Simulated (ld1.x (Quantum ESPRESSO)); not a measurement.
**An all-electron radial function and its pseudo partner (Li)**

Columns: radius, all-electron u(r) and pseudo u(r) of the 2p shell (level -1.35 eV) of lithium in the configuration 1s2 2s0.5 2p0.5; PBE, non-relativistic, PAW scheme, ld1.x (Quantum ESPRESSO) 7.5.

```csv
r (bohr),all-electron,pseudo
0.225,0.0182,0.0053
0.450,0.0556,0.0209
0.675,0.0993,0.0458
0.900,0.1438,0.0787
1.125,0.1867,0.1175
1.350,0.2266,0.1603
1.575,0.2627,0.2048
1.800,0.2947,0.2488
2.025,0.3239,0.2904
2.250,0.3507,0.3279
2.475,0.3740,0.3602
2.700,0.3935,0.3867
2.925,0.4091,0.4071
3.150,0.4209,0.4216
3.375,0.4291,0.4308
3.600,0.4339,0.4355
3.825,0.4355,0.4366
4.050,0.4343,0.4347
4.275,0.4306,0.4307
4.500,0.4247,0.4247
4.725,0.4169,0.4169
4.950,0.4075,0.4075
5.175,0.3969,0.3969
5.400,0.3852,0.3852
5.625,0.3728,0.3728
5.850,0.3599,0.3599
```

Task: How many radial nodes do the two functions have?

Result: The all-electron 2p function has n − l − 1 = 0; the pseudo-wave has 0.

Task: At about which radius was the pseudo-wave matched?

Result: 4.50 bohr. The columns agree to 0.0005 from 4.05 bohr on; several derivatives are matched, so the curves merge somewhat inside the radius.

Task: Where does each function peak?

Result: Outermost all-electron maximum near 3.83 bohr, pseudo maximum near 3.83 bohr (to the table’s step).

Task: Is the pseudo-wave norm-conserving?

Result: No, it belongs to a PAW set: the norm inside the radius is not constrained, and the difference is carried by the augmentation charge.
